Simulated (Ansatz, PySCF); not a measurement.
C2H6GeSi, SMILES [GeH2]1[CH]=C[SiH2]1.

Coordinates come from a B3LYP-D3(BJ)/def2-SVP optimisation. This is a generated structure with no PubChem entry under its InChIKey; it may be hypothetical.

Vertical ionisation energy (IE) and electron affinity (EA) in eV. Rows of orbital energies are one-electron estimates. Where ΔSCF, EOM or ADC give a negative EA the extra electron is unbound and the value depends on the basis.

```
level                                                                       IE     EA
------------------------------------------------------------------------  ----  -----
−ε(HOMO), −ε(LUMO), M06-2X/def2-TZVP (PySCF)                              8.50  -0.29
−ε(HOMO), −ε(LUMO), PBE/def2-TZVP (PySCF)                                 6.52   1.66
ΔSCF, CAM-B3LYP/def2-SVPD (Ansatz), final states of multiplicity 2 and 2  9.67  -1.12
ΔSCF, PBE/def2-SVPD (Ansatz), final states of multiplicity 2 and 2        9.44  -0.86
```

**Question.** What vertical singlet–triplet gap does ΔSCF give with CAM-B3LYP/def2-SVPD (Ansatz, an electronic-structure program) and with PBE/def2-SVPD (Ansatz)? (The exact figures need the calculation; the answer reports its results.)

**Answer.** 4.18 and 4.23 eV (triplet above singlet where positive).
